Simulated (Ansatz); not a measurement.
`[SeH][SiH2][SeH]` + PH₃ → `P[SeH]` + `[SiH3][SeH]`  (ligand exchange at the Se–Si bond)

Program: Ansatz. Geometries: PBE0-D4/def2-TZVP. ΔE: electronic, gas phase. CCSD(T)/CBS is the MP2 limit (def2-TZVPP, def2-QZVPP) plus CCSD(T) − MP2 in def2-TZVPP, frozen cores. This one scheme is used for every species. For Se outer-core shells are correlated without core-valence functions, which leaves a few kJ/mol of doubt a bond. Scalar relativity is left out up to krypton. Each species was taken in one conformer, which may not be the lowest.

```json
{"species": "`[SeH][SiH2][SeH]`", "MP2/def2-QZVPP energy (Eh)": "-5092.41302"}
{"species": "PH₃", "MP2/def2-QZVPP energy (Eh)": "-342.67677"}
{"species": "`P[SeH]`", "MP2/def2-QZVPP energy (Eh)": "-2743.15402"}
{"species": "`[SiH3][SeH]`", "MP2/def2-QZVPP energy (Eh)": "-2691.91496"}
```

(1) Work out ΔE.

Largest T1 diagnostic among the species: 0.013.

Results:

(1) ΔE = (-2743.15402) + (-2691.91496) − (-5092.41302) − (-342.67677) = 0.02081 Eh = +54.6 kJ/mol. CCSD(T)/CBS gives +52.4 kJ/mol.

The D4 term adds +4.0 kJ/mol with B3LYP and +2.4 kJ/mol with PBE0; it sums over pairs of atoms, weighted by their polarisabilities, and B3LYP, whose exchange is more repulsive, gets the larger term. Leaving LDA and LC-ωPBE aside and taking each functional with its dispersion term where it has one, the values, not all of them listed here, spread over 6.1 kJ/mol, from BLYP-D4 to PBE-QIDH. LDA lies +5.7 kJ/mol from PBE without D4. In def2-TZVPP, CCSD(T) changes the Hartree–Fock value by +7.3 kJ/mol (the triples alone add +0.7 kJ/mol) and MP2 by +9.9 kJ/mol.

B3LYP here is the variant with VWN-RPA as its local correlation; programs differ in this.
